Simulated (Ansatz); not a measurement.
Geometry optimisation, RHF/def2-SVP in Ansatz 0.2.0.

input.yaml

```yaml
crystal:
  periodic: [false, false, false]
  atoms:
    - { symbol: "N", position_ang: [-0.3115, 0.1955, 1.5567] }
    - { symbol: C, position_ang: [-0.4087, 0.2537, 0.2543] }
    - { symbol: O, position_ang: [-1.0851, 0.6691, -0.9739] }
    - { symbol: B, position_ang: [0.2483, -0.1254, -1.0596] }
    - { symbol: F, position_ang: [1.1866, -0.8127, -1.8589] }
    - { symbol: H, position_ang: [0.4125, -0.2442, 2.0352] }
basis:
  gaussian: { orbitals: def2-SVP }
hamiltonian:
  xc: hf
relax:
  f_tol: 0.015
  max_steps: 40
```

Run as:

```bash
$ ansatz run input.yaml --threads 1 --pin off --max-ram 2048MiB --backend cpu --events-out ev --progress --plain --runs-dir out
```

Task: Where does it end, and by what steps?

Result: The run converged. After 9 steps the energy has fallen by 2.560 eV; F5 moved furthest, 0.37 Å.

```
step  energy less start (eV)  largest force component (eV/Å)  accepted
   0                  0.0000                           6.017       yes
   1                 -1.8769                           2.920       yes
   2                 -2.3138                           4.260       yes
   3                 -2.3981                           1.754       yes
   4                 -2.5231                           1.027       yes
   5                 -2.5546                           0.651       yes
   6                 -2.5589                           0.204       yes
   7                 -2.5600                           0.061       yes
   8                 -2.5601                           0.023       yes
   9                 -2.5601                           0.008       yes
```

```xyz
6
Properties=species:S:1:pos:R:3
N -0.444 0.292 1.498
C -0.145 0.089 0.327
O -0.823 0.503 -0.846
B 0.276 -0.193 -1.074
F 0.953 -0.632 -2.076
H 0.225 -0.123 2.125
```

Whether the end is a true minimum wasn't checked by a vibrational analysis.

The run took 19 s on 1 thread of Arm Neoverse V2, with other jobs on the host, peak memory 0.18 GiB.
